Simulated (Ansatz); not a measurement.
K2H2: single points at one geometry.

```yaml
crystal:
  periodic: [false, false, false]
  atoms:
    - {symbol: K, position_ang: [-2.615760, 0.325038, 0.226209]}
    - {symbol: K, position_ang: [2.618522, -0.324426, -0.192631]}
    - {symbol: H, position_ang: [-0.507151, -4.152073, 0.100588]}
    - {symbol: H, position_ang: [0.504388, 4.151460, -0.134166]}
basis:
  gaussian: {orbitals: def2-TZVP, initial_orbitals: start.molden}
magnetization: {spin_polarized: true, initial_magnetization: 4}
hamiltonian: {xc: {name: LC-wPBE, parameters: {omega: 0.2/bohr}}}
scf: {omitted_lower_state_checks: [starts]}
output: {orbitals: {seedname: orbitals}}
```

The file start.molden holds the orbitals of an earlier run on this structure, at another level or in another basis.

```sh
$ ansatz run in.yaml --threads 4 --pin off --events-out ev --progress --plain --max-ram 3916MiB
```

It prints (some lines left out):

```
Functional definition: LC-wPBE
738 factors; their error is unknown
148 factors; integrals over basis functions are off by at most 1.8e-4 eV
mean field evaluation 1: about -32666.4146 eV, gradient 4.0e0 eV
mean field evaluation 2: about -32666.4382 eV, gradient 5.0e-2 eV
mean field evaluation 4: about -32666.4155 eV, gradient 1.1e-3 eV
mean field evaluation 8: about -32666.4155 eV, gradient 1.1e-5 eV
mean field -32666.41548060 eV, -1200.4686268203 hartree, gradient 1.1e-5 eV, S^2 6.000117; 0 other end points of the search recorded, 0 dependent functions left out
reference -32666.41547978 eV, -1200.4686267901 hartree; 22, 18 occupied and 56, 60 virtual orbitals, 738 factors
Total energy: -32666.41547978 eV, -1200.4686267901 hartree
Checks for a lower state left out: starts
```

Run time 4.3 s (4 threads of Arm Neoverse N1 on a shared host).

First input, but with `hamiltonian: {xc: pbe}`, `correlation: {method: rpa}` and without the key `output` (abridged; 2.1 s):

```
Functional definition: PBE
mean field -32664.05753187 eV, -1200.3819738029 hartree, gradient 2.5e-6 eV, S^2 6.000118
10 core orbitals not correlated: weight in the atoms' cores, before any rotation towards them, 1.000 or more for the frozen orbitals, at most 0.000 for the correlated occupied ones
Total energy: -32649.18262081 eV, -1199.8353309038 hartree
Checks for a lower state left out: starts
```

First input, but with `hamiltonian: {xc: {name: LC-wPBE, parameters: {omega: 0.15/bohr}}}` (abridged; 2.6 s):

```
Functional definition: LC-wPBE
mean field -32666.07808855 eV, -1200.4562278912 hartree, gradient 1.8e-5 eV, S^2 6.000106
Total energy: -32666.07808779 eV, -1200.4562278633 hartree
Checks for a lower state left out: starts
```

As the first input, with `hamiltonian: {xc: pbe0, dispersion: d4}` and without the key `scf` (abridged; 3 s):

```
Functional definition: PBE0
mean field evaluation 16: about -32666.7332 eV, gradient 3.2e-3 eV
mean field evaluation 32: about -32666.7332 eV, gradient 1.5e-5 eV
mean field -32666.73324388 eV, -1200.4803044056 hartree, gradient 1.5e-5 eV, S^2 6.000132; 5 other end points of the search recorded, 0 dependent functions left out
Total energy: -32667.06932440 eV, -1200.4926551367 hartree
```

As the first input, with `hamiltonian: {xc: pbe, dispersion: d4}` (abridged; 1.9 s):

```
Functional definition: PBE
mean field -32664.05754928 eV, -1200.3819744426 hartree, gradient 2.5e-5 eV, S^2 6.000118
Total energy: -32664.39356774 eV, -1200.3943228933 hartree
Checks for a lower state left out: starts
```

The first input with `hamiltonian: {xc: r2scan, dispersion: d4}` (abridged; 4.3 s):

```
Functional definition: r2SCAN
mean field -32673.87012996 eV, -1200.7425801313 hartree, gradient 1.3e-5 eV, S^2 6.000342
Total energy: -32673.99254031 eV, -1200.7470786289 hartree
Checks for a lower state left out: starts
```

The first input with `gaussian: {orbitals: STO-3G}`, `hamiltonian: {xc: hf}` (abridged; 0.15 s):

```
Functional definition: HF
mean field -32302.34875501 eV, -1187.0894214284 hartree, gradient 7.9e-6 eV, S^2 6.002057
Total energy: -32302.34875501 eV, -1187.0894214284 hartree
Checks for a lower state left out: starts
```

Geometry: r2SCAN-D4/def2-TZVP.

Correlated methods freeze 10 core orbitals; core or outer-core shells of K are correlated, in sets that lack core-valence functions. In the quintet geometry the species has come apart into loosely held pieces. At PBE0-D4/def2-TZVP a singlet of charge 0 lies 4.63 eV below the quintet, each at its own geometry. The structure comes from a short search, and lower isomers may exist.
